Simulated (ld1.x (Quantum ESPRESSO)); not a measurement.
**Varying the TM semilocal potential for technetium (Tc)**

Base potential:

| Item | Value |
| --- | --- |
| Element | technetium (Tc) |
| Generator | ld1.x (Quantum ESPRESSO) 7.5 |
| Type | norm-conserving Troullier–Martins (semilocal form) |
| Functional | PBE |
| Relativity | scalar-relativistic |
| Frozen core | [Kr] |
| Valence charge | 7 |
| Reference configuration | 4d5 5s0.5 5p0 (charge +1.5) |
| Partial waves | 5p (bound, empty): rc 2.70 bohr; 4d (bound): rc 2.05 bohr; 5s (bound): rc 2.80 bohr |
| Local potential | the s channel |
| Core correction | Bessel-smoothed model core inside 1.60 bohr |

All-electron outer shells of the reference configuration (PBE, scalar-relativistic, ld1.x):

| shell | level (eV) | outermost node (bohr) | outermost maximum (bohr) |
| --- | --- | --- | --- |
| 4p | -57.13 | 0.51 | 1.03 |
| 4d | -18.19 | 0.50 | 1.27 |
| 5s | -14.83 | 1.27 | 2.56 |
| 5p | -9.91 | 1.43 | 3.12 |

Cutoffs, loose and tight: the cutoffs (Ry, on a coarse ladder) from which the occupation-weighted sum of valence levels, in a spherical-Bessel basis at the reference potential, stays within 10 and 1 mRy of its value at 400 Ry. They do not see the model core or the augmentation charge, which bear on the density cutoff. Test errors are all-electron minus pseudo excitation energies from the reference, over the configurations 4d5 5s2 5p0; 4d5 5s1 5p0; 4d5 5s0 5p0; 4d4 5s2 5p1; 4d6 5s1 5p0; 4d5 5s0 5p1; 4d4 5s0 5p0. A dash means not determined; rows that change the core or the reference have their own tests.

Cutoffs are not given where the Bessel-basis levels miss the radial ones by over 6 mRy, ghosts where they miss by over 20 mRy; a channel whose overlap is not positive is not tested.

In the semilocal form every listed channel keeps its own potential, so the choice of the local channel does not act on these tests. It acts once the file is put into the separable form.

A semilocal file is local in each channel, so a ghost entry of none says nothing of the separable form that plane-wave codes build from it.

On the changes marked as counting shells twice: ld1.x takes every shell without a wave as core, so the model core holds the marked electrons as well and exchange and correlation see them twice. This cancels in the reference configuration, but the file is broken for other ones, and its errors say nothing about a proper core correction.

| change | outcome | cutoff, loose | cutoff, tight | bound ghosts | largest test error (meV) |
| --- | --- | --- | --- | --- | --- |
| base | generated | 40 Ry | 50 Ry | none | -215 |
| functional Wu–Cohen | generated | 40 Ry | 50 Ry | none | -217 |
| core correction Bessel-smoothed model core inside 1.92 bohr | generated | 40 Ry | 50 Ry | none | -210 |
| local potential the p channel | generated | 40 Ry | 50 Ry | none | -215 |
| core [Ar] 3d10, valence charge 15; reference 4s2 4p6 4d5 5s2 5p0; waves now 4p (bound): rc 1.65 bohr; 4d (bound): rc 2.25 bohr; 4s (bound): rc 1.05 bohr; core correction Bessel-smoothed model core inside 0.70 bohr (5s counted twice) | generated | 110 Ry | 200 Ry | none | -1097 |
| wave 5p (bound): rc 2.70 bohr becomes 5p (bound): rc 3.10 bohr | generated | 40 Ry | 50 Ry | none | -222 |

Question: What comes out with this change to the base: reference 4d5 5s1 5p1?

Answer: outcome: generated; cutoff, loose: 40 Ry; cutoff, tight: 50 Ry; bound ghosts: none; largest test error (meV): -139.

Question: What comes out with this change to the base: all radii but the core radius scaled by about 1.22 (s 3.42, p 3.30, d 2.50 bohr)?

Answer: outcome: generated; cutoff, loose: 35 Ry; cutoff, tight: 40 Ry; bound ghosts: none; largest test error (meV): -192.

Question: What comes out with this change to the base: type PAW, which also changes the form from semilocal to separable; waves now 5s (bound): rcut 2.45, rcutus 2.80 bohr; 5s channel at 4.15 Ry: rcut 2.45, rcutus 2.80 bohr; 5p (bound): rcut 2.35, rcutus 2.70 bohr; 5p channel at 1.15 Ry: rcut 2.35, rcutus 2.70 bohr; 4d (bound): rcut 1.80, rcutus 2.05 bohr; 4d channel at 2.6 Ry: rcut 1.80, rcutus 2.05 bohr; local potential all-electron potential smoothed inside 1.75 bohr (lloc = -1); augmentation PSQ, inside the norm-conserving radii?

Answer: outcome: generated, overlap not positive; bound ghosts: not determined (overlap not positive); largest test error (meV): -164. A file whose overlap is not positive is unfit for use, and its test errors describe a broken file.
